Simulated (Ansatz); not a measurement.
Species: BN2H5, charge 0, singlet. BN2H5 (SMILES NBN).
B3LYP-D3(BJ)/def2-TZVP minimum from Ansatz (a program for electronic structure):
```xyz
8

B     -0.2495    -0.2656    -0.3409
H     -0.8474    -0.9018    -1.1575
N     -0.1079     1.1251    -0.5396
H     -0.4924     1.5902    -1.3412
H      0.3763     1.7432     0.0894
N      0.2842    -0.9375     0.7804
H      0.8009    -0.4903     1.5187
H      0.1762    -1.9267     0.9093
```

Total energies in cc-pVDZ, 18 correlated electrons, 3 frozen orbitals. UHF or UKS for unpaired electrons; spin-orbit terms are left out. Correlated methods leave the cores frozen. No relativity.

```tsv
method	program	energy (Eh)	minus CCSDT(Q) (mEh)
HF	Ansatz	-136.58673	476.32
MP2	Ansatz	-137.01744	45.61
CCSD	Ansatz	-137.04971	13.33
CCSD(T)	Ansatz	-137.06142	1.63
CCSDT(Q)	Ansatz	-137.06305	0.00
```

Rough core times of Ansatz's runs on a shared machine: CCSD(T) under 20 s, CCSDT(Q) 3 min.
